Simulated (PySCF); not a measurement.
Computed shifts of a molecule C₂H₈FNSi, HF/pcSseg-1 run with PySCF, GIAO, gas phase, atoms alike by connectivity averaged where their shifts nearly agree, in ppm (number of nuclei): ¹³C: 30.1 (1), 17.6 (1). ¹⁵N: 29.0 (1). ²⁹Si: 0.2 (1). ¹⁹F: -179.4 (1). ¹H: 4.66 (2), 2.39 (1), 1.39 (1), 1.36 (3), 0.75 (1). References: ¹³C against TMS (σ = 192.6 ppm); ¹⁵N against NH3 (σ = 267.3 ppm); ²⁹Si against TMS (σ = 393.8 ppm); ¹⁹F against CFCl3 (σ = 238.5 ppm); ¹H against TMS (σ = 31.99 ppm), references at their B3LYP-D3(BJ)/def2-TZVP geometries, non-relativistic. Coordinates come from a PBE0-D3(BJ)/def2-SVP optimisation. The values are those of a single conformer.

Task: Which molecule gave these data?
A. NC[SiH2]CF
B. CNC[SiH2]F
C. C[Si](C)(N)F
D. C[C@@H](N)[SiH2]F

Result: D, C[C@@H](N)[SiH2]F
